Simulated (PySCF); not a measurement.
Compound: C8H9FO.
Numbering: `[CH:1]#[C:2][C@@H:3]1[CH2:4][C@@H:5]([F:6])/[C:7]1=[CH:8]/[O:9][CH3:10]` (hydrogens: H11 on C1; H12 on C3; H13, H14 on C4; H15 on C5; H16 on C8; H17, H18, H19 on C10)

Geometry (PBE0-D3(BJ)/def2-SVP, Å), atoms numbered from 1 in this order:
```xyz
19
C8H9FO angstrom
C     -0.614    2.578    1.244
C     -0.508    1.697    0.418
C     -0.377    0.638   -0.573
C     -1.720    0.152   -1.202
C     -1.653   -1.111   -0.334
F     -1.879   -2.295   -0.983
C     -0.224   -0.776   -0.005
C      0.734   -1.583    0.466
O      2.025   -1.350    0.715
C      2.525   -0.055    0.485
H     -0.715    3.359    1.974
H      0.377    0.936   -1.318
H     -1.579   -0.119   -2.257
H     -2.592    0.810   -1.091
H     -2.331   -1.078    0.539
H      0.476   -2.622    0.695
H      2.545    0.179   -0.592
H      3.553   -0.039    0.869
H      1.928    0.708    1.011
```

Method used: TDDFT CAM-B3LYP/def2-SVPD, vertical, gas phase, core orbitals frozen in the response in PySCF.

Transition dipole moments from the ground state, in atomic units and in the frame of the coordinates above (overall signs are arbitrary), for the states with f of 0.002 or more among the lowest 7:

```json
{"state": "S1", "E (eV)": "5.998", "μx": "-1.021", "μy": "0.513", "μz": "-0.246"}
{"state": "S2", "E (eV)": "6.358", "μx": "0.295", "μy": "-0.102", "μz": "0.258"}
{"state": "S3", "E (eV)": "6.405", "μx": "-0.242", "μy": "0.114", "μz": "0.004"}
{"state": "S4", "E (eV)": "6.622", "μx": "-0.074", "μy": "-0.056", "μz": "-0.079"}
{"state": "S5", "E (eV)": "6.638", "μx": "-0.258", "μy": "0.030", "μz": "-0.059"}
{"state": "S6", "E (eV)": "6.974", "μx": "-0.302", "μy": "0.111", "μz": "-0.064"}
{"state": "S7", "E (eV)": "7.171", "μx": "-0.146", "μy": "0.308", "μz": "0.129"}
```

(1) Work out the oscillator strengths.

(2) Which bond between heavy atoms lies closest to the direction of the S1 transition dipole?

(3) What angle do the transition dipoles of S1 and S6 make?

(4) What peak molar absorption coefficient would the strongest computed level give as a lone Gaussian band 0.5 eV wide at half height?

## Answers

(1) f = (2/3) ΔE |μ|² with ΔE in hartree (27.2114 eV).

| state | \|μ\|² (au) | \|μ\| (D) | f |
| --- | --- | --- | --- |
| S1 | 1.366 | 2.97 | 0.201 |
| S2 | 0.164 | 1.03 | 0.026 |
| S3 | 0.072 | 0.68 | 0.011 |
| S4 | 0.015 | 0.31 | 0.002 |
| S5 | 0.071 | 0.68 | 0.012 |
| S6 | 0.108 | 0.83 | 0.018 |
| S7 | 0.133 | 0.93 | 0.023 |

(2) C7–C8, at 15° from it; next C8–O9 at 36°.

(3) |cos θ| = |μa·μb| / (|μa| |μb|) = 0.99, so θ ≈ 6° (taken between 0 and 90°, since the signs are arbitrary).

(4) ε(max) = 2.175×10⁸ f / FWHM, with the width in cm⁻¹. S1: 2.175×10⁸ × 0.2008 / 4033 ≈ 11000 L mol⁻¹ cm⁻¹.

All these states lie below the vertical ionisation energy of 8.65 eV (ΔSCF).

One conformer stands for the species.
